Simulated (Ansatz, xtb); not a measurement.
**Ranking isomers of C5H12Ge**

5 gas-phase structures of C5H12Ge, from a drawn sample of its isomers (lower ones may exist). Each was relaxed with GFN2-xTB; where two conformers were screened, the lower at r2SCAN-D4/def2-SVP is listed:

A. `C=C[C](C)(C)[GeH3]`, a singlet
B. `C=CCC[CH2][GeH3]`, a singlet
C. `C=CC[C@@H](C)[GeH3]`, a singlet
D. `C=C[C@@H](C)[CH2][GeH3]`, a singlet
E. `C=C[C@@H]([GeH3])CC`, a singlet

**Question.** Which do you expect lowest at r2SCAN-D4/def2-SVP, and how would the others follow?

**Answer.** Calculated order at r2SCAN-D4/def2-SVP: A (0.000), E (0.015), D (0.022), B (0.086), C (0.097) eV. Less than 1 kcal/mol parts A and E; E and D; B and C, so the order within those pairs means little.

Energies above the lowest of each column, in eV; the last columns are at B3LYP-D3(BJ)/def2-SVP geometries:

```json
{"structure": "A", "GFN2-xTB": "0.068", "HF/STO-3G": "0.206", "r2SCAN-D4/def2-SVP": "0.000", "B3LYP-D3(BJ)/def2-SVP": "0.003", "CCSD(T)/def2-SVP + ΔMP2/def2-TZVPP": "0.000"}
{"structure": "E", "GFN2-xTB": "0.045", "HF/STO-3G": "0.043", "r2SCAN-D4/def2-SVP": "0.015", "B3LYP-D3(BJ)/def2-SVP": "0.000", "CCSD(T)/def2-SVP + ΔMP2/def2-TZVPP": "0.045"}
{"structure": "D", "GFN2-xTB": "0.000", "HF/STO-3G": "0.000", "r2SCAN-D4/def2-SVP": "0.022", "B3LYP-D3(BJ)/def2-SVP": "0.000", "CCSD(T)/def2-SVP + ΔMP2/def2-TZVPP": "0.017"}
{"structure": "B", "GFN2-xTB": "0.079", "HF/STO-3G": "0.027", "r2SCAN-D4/def2-SVP": "0.086", "B3LYP-D3(BJ)/def2-SVP": "0.068", "CCSD(T)/def2-SVP + ΔMP2/def2-TZVPP": "0.114"}
{"structure": "C", "GFN2-xTB": "0.097", "HF/STO-3G": "0.120", "r2SCAN-D4/def2-SVP": "0.097", "B3LYP-D3(BJ)/def2-SVP": "0.063", "CCSD(T)/def2-SVP + ΔMP2/def2-TZVPP": "0.100"}
```

CCSD(T)/def2-SVP + ΔMP2/def2-TZVPP has A and D within 1 kcal/mol of each other at the bottom, and every level picks one of them. CCSD(T)/def2-SVP + ΔMP2/def2-TZVPP orders those it was run on as A (0.000), D (0.017), E (0.045), C (0.100), B (0.114) eV. Less than 1 kcal/mol parts A and D; D and E; C and B, so the order within those pairs means little. Flexible structures stand in one conformer each, not always the lowest. ΔMP2 is the change of the MP2 energy from the smaller to the larger basis.

Over these structures GFN2-xTB departs from r2SCAN-D4/def2-SVP by 0.028 eV on average once a common shift is removed. A GFN2-xTB relaxation took about 0.13 s and the r2SCAN-D4/def2-SVP energy about 3.9 s on a shared host (Ansatz 0.2.0, xtb 6.7.1).
